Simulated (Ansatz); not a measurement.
C$_{3}$H$_{7}$O (SMILES CC(C)[O]), doublet, geometry from GFN2-xTB; CCSD(T)/STO-3G run with Ansatz (a quantum-chemistry and plane-wave program).

Ansatz was given this input:
Ansatz 0.2 input:
```yaml
crystal:
  periodic: [false, false, false]
  atoms:
    - {symbol: O, position_ang: [0.08881149, 1.41624147, -0.02329658]}
    - {symbol: C, position_ang: [0.00962973, 0.14136308, 0.27258208]}
    - {symbol: H, position_ang: [0.01101452, 0.11356863, 1.39709535]}
    - {symbol: C, position_ang: [-1.32014766, -0.54404154, -0.11876877]}
    - {symbol: C, position_ang: [1.24109746, -0.70477262, -0.12589560]}
    - {symbol: H, position_ang: [-1.36361392, -0.61281193, -1.20330932]}
    - {symbol: H, position_ang: [1.26961269, -0.77806021, -1.21063645]}
    - {symbol: H, position_ang: [-2.16293297, 0.05262281, 0.21942231]}
    - {symbol: H, position_ang: [2.15372551, -0.21826934, 0.20741092]}
    - {symbol: H, position_ang: [-1.38199246, -1.54074182, 0.30800656]}
    - {symbol: H, position_ang: [1.18021755, -1.70153345, 0.30087704]}
basis:
  gaussian:
    orbitals: STO-3G
magnetization: {spin_polarized: true, initial_magnetization: 1}
correlation: {method: ccsd_t}
```

It wrote (shortened):

```
Functional definition: HF
385 factors; integrals over basis functions are off by at most 3.0e-5 eV
mean field evaluation 1: about -5167.7104 eV, gradient 2.2e1 eV
mean field evaluation 2: about -5167.9473 eV, gradient 2.2e1 eV
mean field evaluation 4: about -5172.8842 eV, gradient 3.4e0 eV
mean field evaluation 8: about -5173.0829 eV, gradient 2.4e-4 eV
mean field evaluation 16: about -5172.6415 eV, gradient 3.4e0 eV
mean field evaluation 32: about -5173.0372 eV, gradient 1.7e0 eV
mean field evaluation 64: about -5172.8838 eV, gradient 1.1e-3 eV
mean field -5173.07913643 eV, -190.1071518249 hartree, gradient 1.7e-6 eV, S^2 0.756118; 6 other end points of the search recorded, 0 dependent functions left out
determinant -5173.07913643 eV, -190.1071518249 hartree, with singles and doubles -5179.19192492 eV, -190.3317926584 hartree
determinant -5172.88384318 eV, -190.0999749302 hartree, with singles and doubles -5178.97426605 eV, -190.3237938426 hartree
determinant -5173.07913643 eV, -190.1071518249 hartree, with singles and doubles -5179.19176516 eV, -190.3317867874 hartree
determinant -5172.88384318 eV, -190.0999749302 hartree, with singles and doubles -5178.97404023 eV, -190.3237855438 hartree
4 core orbitals not correlated
reference -5173.07913643 eV, -190.1071518249 hartree; 13, 12 occupied and 10, 11 virtual orbitals, 385 factors
second order -4.54938329 eV of doubles, -0.00000000 eV of singles
cycle   1  -6.11263030 eV  change   -1.6e-6 eV  update   1.9e-6
perturbative correction -0.04745119 eV, -0.0017437990 hartree
Total energy: -5179.23921792 eV, -190.3335306443 hartree
```
